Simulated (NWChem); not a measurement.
System: ZnH, doublet; SMILES [ZnH]

```xyz
2

Zn     0.0000     0.0000     0.0527
H      0.0000     0.0000    -1.5812
```
Atoms are numbered in this order, from 1.

Computed with NWChem. Pople sets run with spherical d functions. Spin-unrestricted. Medium grid unless said otherwise, to which SCAN and Minnesota functionals are sensitive. Geometry: optimised at PBE0/def2-SVP, spin-unrestricted. The spin multiplicity was typed, not searched, and may not be the lowest. No stability test was run on the SCF state.

Task: Order these by “highest occupied level (eV)”, lowest first: PBE/6-31G*; B3LYP/6-31G*; M05-2X/6-31G*; CAM-B3LYP/6-31G*; LC-wPBE (HJS exchange hole, range parameter 0.4 per bohr)/6-31G*.

Result: LC-wPBE (HJS exchange hole, range parameter 0.4 per bohr)/6-31G* (-7.62), CAM-B3LYP/6-31G* (-6.39), M05-2X/6-31G* (-5.99), B3LYP/6-31G* (-5.04), PBE/6-31G* (-4.28)
